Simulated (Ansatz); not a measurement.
`[AlH2][O]P` + `C[BH][SbH2]` → `C[BH][AlH2]` + `P[O][SbH2]`  (redistribution)

Program: Ansatz. Geometries: PBE0-D4/def2-TZVP. ΔE: electronic, gas phase. CCSD(T)/CBS is the MP2 limit (def2-TZVPP, def2-QZVPP) plus CCSD(T) − MP2 in def2-TZVPP, frozen cores. DFT in def2-TZVPP. Elements past krypton have def2 core potentials. For Sb outer-core shells are correlated without core-valence functions, which leaves a few kJ/mol of doubt a bond. Each species was taken in one conformer, which may not be the lowest.

```csv
level,ΔE (kJ/mol)
r2SCANh-D4,201.0
ωB97X-V,190.9
ωB97M-V,198.4
B2PLYP,199.8
LC-ωPBE,193.8
CCSD/def2-SVP,210.5
HF/def2-TZVPP,205.3
MP2/CBS(def2),208.7
```

Task: What does CCSD(T)/CBS give? (Best estimate.)

Result: Ansatz gave: +197.9 kJ/mol. The listed levels differ from it by 3.1, -7.0, 0.5, 1.9, -4.1, 12.6, 7.4, 10.8 kJ/mol.

Largest T1 diagnostic among the species: 0.015.

At CCSD(T), def2-SVP lies +11.2 kJ/mol from the extrapolated value and def2-TZVPP +4.0 kJ/mol. From BLYP to BHLYP (50 % exact exchange), in def2-TZVPP and without D4, ΔE moves by +17.9 kJ/mol. Leaving LDA and LC-ωPBE aside and taking each functional with its dispersion term where it has one, the values, not all of them listed here, spread over 25.3 kJ/mol, from revPBE-D4 to r2SCAN0-D4. LDA lies +14.5 kJ/mol from PBE without D4.
